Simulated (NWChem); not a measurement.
A series in which one site is exchanged, each optimised at PBE0/def2-SVP with NWChem, gas phase unless a solvent is named. All stand in one matching conformer (torsions within 35°), which need not be the lowest. For some, no frequency run checked for a minimum. def2 effective core potentials on I; no spin-orbit coupling.

A: B(O)Cl (BH2OCl; site = H)
B: OB(Cl)Cl (BHOCl$_{2}$; site = Cl)
C: OB(F)Cl (BHOClF; site = F)
D: B(O)(I)Cl (BHOICl; site = I)

| quantity | A | B | C | D |
|---|---|---|---|---|
| vertical ionisation energy, ΔSCF, PBE0/def2-SVP (eV) | 11.80 | ? | 12.21 | 9.91 |
| static polarisability, PBE0/def2-SVPD (bohr³) | 33.4 | ? | 32.3 | 66.7 |
| lowest singlet excitation, PBE0/def2-SVPD, TDA (eV) | 7.00 | ? | 8.01 | 5.34 |

Question: Some entries are withheld; supply them.

Answer: 
- vertical ionisation energy, ΔSCF, PBE0/def2-SVP (eV), B: 11.43
- static polarisability, PBE0/def2-SVPD (bohr³), B: 45.5
- lowest singlet excitation, PBE0/def2-SVPD, TDA (eV), B: 6.94
